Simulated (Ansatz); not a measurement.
Cost and result for the atomization energy of C$_{2}$H$_{7}$Ge (`[CH2][GeH2][CH3]`) radical (10 atoms, 9 bonds).

```xyz
10

C     0.066   -0.168    1.773
Ge    0.671    0.315    0.013
C    -0.663   -0.182   -1.324
H    -0.988   -0.186    2.031
H     0.751   -0.403    2.581
H     2.015   -0.386   -0.271
H     0.919    1.841   -0.060
H    -0.824   -1.261   -1.315
H    -0.335    0.115   -2.320
H    -1.612    0.313   -1.109
```

Total charge 0; spin multiplicity 2. Correlated methods include outer-core shells of Ge, which these sets cover unevenly. Scalar relativity is left out up to krypton. All single points use the PBE0-D4/def2-TZVP geometry. Program: Ansatz. All runs use 4 threads of an Arm Neoverse V1 on a shared host. Times are those of one run each, without the atoms' runs, and a repeat can differ threefold. Electronic energies, without spin–orbit coupling; frozen cores. CCSD(T)/CBS adds CCSD(T) − MP2 in def2-TZVPP to the MP2 limit, and its time is that of the two runs behind it. T1 = 0.011; ⟨S²⟩ of the reference is 0.76. With those shells the extrapolation isn't a true limit. B3LYP takes the VWN-RPA correlation (the form of Gaussian; ORCA's B3LYP/G).

CCSD(T)/CBS is a level of theory with its own doubt, some kJ/mol a heavy atom from the limit and from the frozen cores, so smaller differences don't rank the functionals.

```
                             level  functions  wall time  atomization (kJ/mol)  difference from CCSD(T)/CBS  per bond
              revPBE-D4/def2-TZVPP        208      2.3 s                3266.3                        -47.3      -5.3
                BLYP-D4/def2-TZVPP        208      2.3 s                3275.2                        -38.4      -4.3
                PBE0-D4/def2-TZVPP        208      3.4 s                3309.3                         -4.3      -0.5
 B3LYP-D4/def2-TZVPP (with forces)        208      3.9 s                3307.6                         -6.0      -0.7
               BHLYP-D4/def2-TZVPP        208        4 s                3258.2                        -55.4      -6.2
                 B2PLYP/def2-TZVPP        208      4.9 s                3275.4                        -38.2      -4.2
r2SCAN-D4/def2-TZVPP (with forces)        208      5.5 s                3329.9                         16.3       1.8
             r2SCANh-D4/def2-TZVPP        208        6 s                3320.2                          6.6       0.7
                  CCSD(T)/def2-SVP         95       10 s                3151.8                       -161.8     -18.0
                 B97M-V/def2-TZVPP        208       11 s                3331.9                         18.3       2.0
                    MP2/def2-QZVPP        413       21 s                3278.6                        -35.0      -3.9
                CCSD(T)/def2-TZVPP        208      4 min                3257.0                        -56.6      -6.3
                 CCSD(T)/CBS(def2)          –    4.3 min                3313.6                          0.0       0.0
```

The D4 term adds +24.7 kJ/mol with B3LYP and +12.9 kJ/mol with PBE0; it sums over pairs of atoms, weighted by their polarisabilities, and B3LYP, whose exchange is more repulsive, gets the larger term. From PBE to PBE0 (25 % exact exchange), in def2-TZVPP and without D4, the atomization energy moves by −15.9 kJ/mol: exact exchange takes away binding that semilocal exchange gives to molecules. In def2-TZVPP, CCSD(T) changes the Hartree–Fock value by +734.0 kJ/mol (the triples alone add +30.7 kJ/mol) and MP2 by +723.1 kJ/mol; breaking electron pairs costs correlation energy, which Hartree–Fock lacks.
